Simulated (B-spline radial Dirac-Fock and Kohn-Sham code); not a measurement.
Auger decay of the M2 hole in Pr⁴⁺

System: Pr⁴⁺ in the configuration 1s2 2s2 2p6 3s2 3p6 3d10 4s2 4p6 4d10 4f1 5s2 5p6.

Input file task.json (cfg lists n, l and occupation; rrms is the nuclear radius in fm):

```json
{"items": [{
  "Z": 59,
  "q": 4,
  "cfg": [[1, 0, 2], [2, 0, 2], [2, 1, 6], [3, 0, 2], [3, 1, 6], [3, 2, 10], [4, 0, 2], [4, 1, 6], [4, 2, 10], [4, 3, 1], [5, 0, 2], [5, 1, 6]],
  "A": 141,
  "rrms": 4.8919,
  "do": ["binding", "quiet", "decay"],
  "holes": ["K", "L1", "L2", "L3", "M1", "M2", "M3", "M4", "M5", "N1", "N2", "N3", "N4", "N5"]
}]}
```

Launch: `python xray_run.py task.json out`

These are calculated numbers from a radial finite-basis atomic code; the model is independent-particle radiative and Coulomb Auger rates from relativistic LDA hole-state orbitals, with Dirac-Fock energies. Kinetic energies are configuration averages from the vacuum level; the two-hole energies are estimated from single-hole states.

```csv
transition,kinetic energy (eV),width (meV),share (%)
M2-M5N1,4.47,125,2.4
M2-M3O2,10.00,62.6,1.2
M2-M3N6,13.46,27.4,0.5
M2-M3N7,14.01,32.9,0.6
M2-M3O3,14.13,76.1,1.5
M2-M4N2,50.85,721,13.7
M2-M5N2,70.53,835,15.9
M2-M4N3,72.45,1020,19.5
M2-M5N3,92.74,84.2,1.6
M2-M4N4,184.5,303,5.8
M2-M4N5,187.6,346,6.6
M2-M5N5,208.3,42.0,0.8
M2-M4O1,279.9,141,2.7
M2-M4O2,302.8,108,2.1
M2-M4N6,306.8,122,2.3
M2-M4O3,306.8,163,3.1
M2-M4N7,306.9,188,3.6
M2-M5O2,322.8,103,2.0
M2-N1N2,698.5,51.9,1.0
M2-N2N2,760.1,38.1,0.7
M2-N2N3,783.4,118,2.2
M2-N2N4,896.5,111,2.1
M2-N2N5,897.3,184,3.5
M2-N5O2,1143.9,22.3,0.4
```

Coster-Kronig rates are the weakest part of this model and often come out 1.5 to 2.5 times too large. The listed channels hold 96 % of the non-radiative rate. Summed by principal shells, of 5.25 eV in all: MMN 73.8 %, MMO 13.0 %, MNN 11.0 %, MNO 2.1 %.
